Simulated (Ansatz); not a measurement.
Born–Oppenheimer molecular dynamics of F₃GeH₄OSi (10 atoms, charge 0, multiplicity 2). It starts at the highest image of a converged band. Of that band: A vibrational analysis at the climbing image gives one clearly imaginary mode, 306i cm⁻¹, and a faint second one (19i cm⁻¹) that may be numerical noise or a soft torsion: probably a first-order saddle point.

Level of theory: Ansatz, UKS PBE/def2-SVP.

```
ensemble                      : NVE (velocity Verlet)
time step                     : 0.5 fs
steps asked                   : 200
starting velocities drawn for : 300 K
seed                          : 8179
```

First frame:

```xyz
10
Properties=species:S:1:pos:R:3
Ge 0.107 -0.052 -0.072
F 0.048 -0.095 1.788
O 1.736 0.036 -0.785
H 2.165 -0.843 -0.749
F -0.741 1.381 -0.584
F -0.768 -1.454 -0.655
Si -0.104 -0.002 4.011
H -0.965 -1.140 4.470
H 1.304 -0.117 4.514
H -0.710 1.333 4.319
```

Question: What does the run give?

Answer: The run went to its last step.

| Item | Value |
| --- | --- |
| steps done | 200 |
| time covered | 100 fs |
| mean temperature over the second half | 178 K |
| spread of the potential energy over the second half | 5.8 meV per atom |
| mean potential energy of the second half above the start | 12.7 meV per atom |

The conserved energy stayed within 0.051 meV per atom of its start (net change 0.018 meV per atom), so the integration is sound. A run of 0.1 ps of so small a system gives no equilibrium averages.

Question: What happens to the structure?

Answer: Between its relaxed ends the band would form F2–Si7 and break Ge1–F2. These pairs go: F2–Si7 2.23 → 2.35 Å, Ge1–F2 1.86 → 1.79 Å. In the last frame they stand as before the step (other bonds may differ from the relaxed reactants and products). It ends as F3GeHO + H3Si. Pairs count as bonded within 1.25 times the sum of covalent radii (0.12 Å more for H–H). This is one draw of velocities; another would differ in detail.

Question: How do temperature and energy run in time?

Answer: 
| time (fs) | T (K) | potential energy less start (eV) | conserved less start (meV/atom) |
| --- | --- | --- | --- |
| 0 | 300 | 0.000 | 0.00 |
| 5 | 248 | 0.054 | 0.03 |
| 10 | 217 | 0.086 | 0.04 |
| 15 | 245 | 0.057 | 0.02 |
| 20 | 236 | 0.067 | 0.03 |
| 25 | 162 | 0.143 | 0.04 |
| 30 | 152 | 0.153 | 0.02 |
| 35 | 166 | 0.139 | 0.03 |
| 40 | 152 | 0.153 | 0.02 |
| 45 | 108 | 0.198 | 0.01 |
| 50 | 96 | 0.211 | 0.03 |
| 55 | 138 | 0.168 | 0.02 |
| 60 | 123 | 0.184 | 0.02 |
| 65 | 93 | 0.214 | 0.05 |
| 70 | 154 | 0.151 | 0.03 |
| 75 | 197 | 0.107 | 0.03 |
| 80 | 169 | 0.136 | 0.04 |
| 85 | 192 | 0.112 | 0.02 |
| 90 | 254 | 0.048 | 0.01 |
| 95 | 266 | 0.035 | 0.02 |
| 100 | 254 | 0.048 | 0.02 |

The run took 7.8 min on 4 threads of Arm Neoverse V1 (shared host), peak memory 0.23 GiB.
